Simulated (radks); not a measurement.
The numbers below are computed, except where a source is named.
The nuclear charge of the nitrogen ion N2+ is varied continuously with 5 electrons held in [He] 2s2 2p1. Level of theory: non-relativistic Kohn-Sham, r2SCAN, spin-polarised, spherical densities, point nucleus; open shells are filled with parallel spins first; meta-GGA in the generalised Kohn-Sham scheme (a radial shooting solver on a logarithmic mesh with Libxc functionals). By the Hellmann-Feynman theorem dE/dZ = E(electron-nucleus)/Z, the electronic potential at the nucleus.

Z    E (hartree)  E(electron-nucleus)/Z (hartree)  HOMO  e(HOMO) (eV)  <r> HOMO (bohr)
6      -37.38111                         -14.1396    2p       -17.767            1.488
6.2    -40.26417                         -14.6910    2p       -21.372            1.398
6.4    -43.25749                         -15.2422    2p       -25.258            1.319
6.6    -46.36103                         -15.7932    2p       -29.423            1.249
6.8    -49.57475                         -16.3441    2p       -33.866            1.187
7      -52.89865                         -16.8949    2p       -38.587            1.131
7.2    -56.33269                         -17.4455    2p       -43.585            1.080
7.4    -59.87686                         -17.9962    2p       -48.859            1.033
7.6    -63.53115                         -18.5467    2p       -54.410           0.9907
7.8    -67.29554                         -19.0972    2p       -60.236           0.9516
8      -71.17002                         -19.6476    2p       -66.337           0.9157

The central difference of E at Z = 7 is -16.895 hartree, to compare with the third column; the second derivative is -2.75 hartree.
